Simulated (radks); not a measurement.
The numbers below are computed, except where a source is named.
Problem. These are the eigenvalues of the occupied orbitals of an atom or ion with whole-number occupations (hartree). Code: a radial shooting solver on a logarithmic mesh with Libxc functionals. Model: scalar-relativistic Kohn-Sham, r2SCAN, spin-unpolarised, spherical densities, finite nucleus; meta-GGA in the generalised Kohn-Sham scheme; Fermi nuclear charge, rms radius of each element as measured or else 0.836 A^(1/3) + 0.57 fm.

orbital  eigenvalue
1s        -490.7027
2s        -64.20327
2p        -56.54715
3s         -8.97535
3p         -6.52823
3d         -2.49865
4s         -0.76819
4p         -0.30057

Which element is it, and in what charge state? The configuration may be excited.

Solution. Z = 35, bromine, charge 0: Br in [Ar] 3d10 4s2 4p5. The list shows which subshells hold electrons but not how many an open one holds; the 1s level, -490.7 hartree, gives Z - s = 31.3 by -(Z - s)^2/2, which with screening and relativity narrows Z to a few neighbours, and the depths of the outer levels then fix element, charge and occupations together.
